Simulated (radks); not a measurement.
Excited configurations of Sb2+: one electron is placed in a higher orbital outside [Kr] 4d10 5s2. The ground configuration is [Kr] 4d10 5s2 5p1. Method: non-relativistic Kohn-Sham, PBE, spin-unpolarised, spherical densities, point nucleus; relativity is left out, which matters for an element this heavy; computed with a radial shooting solver on a logarithmic mesh with Libxc functionals. Excitation = E - E(ground); binding = E(ion) - E, where the ion is the core of charge +3; n* = 3/sqrt(2 binding) in atomic units, and the quantum defect is n - n*.

| outer orbital | excitation (eV) | binding (eV) | n* | quantum defect | eigenvalue (eV) | <r> (bohr) |
|---|---|---|---|---|---|---|
| 4f | 15.762 | 8.560 | 3.782 | 0.218 | -6.430 | 4.838 |
| 5d | 10.545 | 13.777 | 2.981 | 2.019 | -10.883 | 3.640 |
| 5f | 18.439 | 5.884 | 4.562 | 0.438 | -4.767 | 8.429 |
| 6s | 10.838 | 13.484 | 3.014 | 2.986 | -11.473 | 4.711 |
| 6p | 13.172 | 11.150 | 3.314 | 2.686 | -9.440 | 5.403 |
| 6d | 16.535 | 7.787 | 3.966 | 2.034 | -6.541 | 7.193 |
| 6f | 20.193 | 4.129 | 5.446 | 0.554 | -3.467 | 13.07 |
| 7s | 16.572 | 7.750 | 3.975 | 3.025 | -6.653 | 8.166 |
| 7p | 17.631 | 6.692 | 4.278 | 2.722 | -5.718 | 9.157 |
| 7d | 19.284 | 5.038 | 4.930 | 2.070 | -4.309 | 11.59 |

Estimate the row for 7f.

Answer. excitation (eV) 21.290; binding (eV) 3.032; n* 6.355; quantum defect 0.645; eigenvalue (eV) -2.590; <r> (bohr) 18.69. The Delta-SCF ionisation energy is 24.322 eV (NIST Atomic Spectra Database: 25.324 eV, measured). Self-interaction in the functional shifts the binding energies and quantum defects, so they are the method's values and not measured ones. Relativity is left out here, which matters for elements this heavy. Spin polarisation and multiplet splitting are left out, so open shells lie too high by an amount that depends on their filling.

Beside tabulated values, note that spin-unpolarised runs miss the spin-polarisation part of the exchange energy of open shells.
